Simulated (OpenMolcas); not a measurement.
Au5+ in a point-charge field

Au5+ among 3 point charges of -2.5 e arranged as a planar triangle (D3h), 1.97 Å from the ion.

```yaml
Program: OpenMolcas 26.06
Method: "SS-CASPT2, IPEA 0.25 Eh, imaginary shift 0.1 Eh (closed shells correlated: 4f 5s 5p)"
Basis: ANO-RCC-VDZP [7s6p4d2f]
Scalar_Hamiltonian: DKH2, point nucleus
Active_space: 6 electrons in 5 orbitals (5d)
State_averaging: 2S+1 = 5 even, 5 roots; 2S+1 = 3 even, 45 roots; 2S+1 = 1 even, 50 roots
Spin-orbit_coupling: RASSI with atomic mean-field integrals over the reference wave functions
```

The lowest spin-free states (labels of D3, the rotations of D3h), above the lowest:

| State | Degeneracy | E (cm-1) | Free-ion L (%) |
| --- | --- | --- | --- |
| 5A1 | 1 | 0 | D (100) |
| 5E | 2 | 3780 | D (100) |
| 3A1 | 1 | 18150 | H (50) |
| 3A2 | 1 | 18150 | H (50) |
| 3E | 2 | 18170 | G (42) |
| 5E | 2 | 18270 | D (100) |
| 3E | 2 | 19190 | G (36) |
| 3E | 2 | 21690 | H (73) |
| 3E | 2 | 23470 | H (100) |
| 3A2 | 1 | 23910 | F (62) |
| 3E | 2 | 24290 | F (48) |
| 3E | 2 | 25320 | H (46) |
| 3A1 | 1 | 26390 | G (75) |
| 3E | 2 | 26480 | P (74) |
| 3A2 | 1 | 27850 | H (63) |
| 3A2 | 1 | 28210 | F (92) |
| 3A1 | 1 | 28250 | F (92) |
| 1A1 | 1 | 28480 | G (66) |
| 1A2 | 1 | 29970 | I (100) |
| 1A1 | 1 | 30070 | I (98) |

The lowest levels with spin-orbit coupling:

```tsv
E (cm-1)	Degeneracy	Label	2S+1	g
0	1	A1	5 (68 %)	
770	2	E	5 (71 %)	0.00 0.00 3.09
2590	2	E	5 (73 %)	0.00 0.00 6.15
6040	1	A1	5 (76 %)	
6040	1	A2	5 (76 %)	
8470	2	E	5 (59 %)	0.00 0.00 6.64
11980	2	E	5 (72 %)	0.00 0.00 3.67
12020	1	A1	5 (58 %)	
13600	1	A2	5 (86 %)	
14200	2	E	5 (72 %)	0.00 0.00 3.82
15410	2	E	5 (62 %)	0.00 0.00 10.98
18460	1	A1	3 (54 %)	
19230	2	E	3 (61 %)	0.00 0.00 1.43
19780	2	E	3 (70 %)	0.00 0.00 3.44
20950	1	A2	3 (48 %)	
20950	1	A1	3 (48 %)	
21200	2	E	5 (54 %)	0.00 0.00 4.57
22520	1	A2	3	
23460	1	A1	3 (76 %)	
23460	1	A2	3 (76 %)
```

Powder χT (cm3 K/mol): 0.0168 at 2 K, 0.0838 at 10 K, 0.419 at 50 K, 0.838 at 100 K, 1.66 at 200 K, 2.37 at 300 K. The effective moment at 300 K is 2.828 √(χT) = 4.36 μB.

Roots that are degenerate in the reference are averaged as groups; the widest CASPT2 spread within a group is 100 cm-1 (the 2-fold group of multiplicity 5 near 18300 cm-1 above the lowest state of its run). Shifts and gaps below about the spread of the groups concerned are not significant. Spin-orbit coupling mixes the spin-free states strongly: the lowest level takes only 50 % from its leading state, 5A1. Point charges give a weaker field than real ligands, and real ions of this kind are as a rule low spin; the high spin found here belongs to the model. Free-ion shares, where given, are those of the reference states; single-state CASPT2 does not remix them. Point charges carry no covalency, so the field is a model and not that of real ligands. No measured value stands beside these numbers.

The CASPT2 steps took 22 s on 1 thread of Arm Neoverse V1, with other jobs on the host; the integral step is not counted.

With an even number of electrons the g values are those of a degenerate or nearly degenerate non-Kramers pair.
